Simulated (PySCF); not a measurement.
In(Cl)(Br)(vinyl) (C₂H₃BrClIn), SMILES C=[CH][In]([Cl])[Br].

Geometry optimised at B3LYP-D3(BJ)/def2-SVP. The structure was generated by enumeration; whether it is a known compound was not checked. The def2 effective core potentials stand for the cores of In; spin–orbit coupling is left out. The values are those of a single conformer.

Level of theory: C-PCM-ωB97X/def2-SVP run with PySCF 2.14.0.

The values are the electrostatic part of the solvation free energy, E(continuum) − E(gas) at the gas-phase geometry, in a cavity of scaled van der Waals radii (PySCF's table); cavitation and dispersion terms are not included. A continuum can't describe solvent molecules that bind to the metal. In vacuum the orbital gap is 10.42 eV. The dipole moment in vacuum is 3.60 D.

Task: Estimate the values in water (ε = 78.36), acetone (ε = 20.49), toluene (ε = 2.37). (The exact figures need the calculation; the answer reports its results.)

Result: 
| solvent | ε | ΔG(elec) (kcal/mol) | dipole (D) | gap (eV) |
|---|---|---|---|---|
| water | 78.36 | -7.8 | 4.58 | 10.84 |
| acetone | 20.49 | -7.5 | 4.54 | 10.83 |
| toluene | 2.37 | -4.3 | 4.13 | 10.68 |
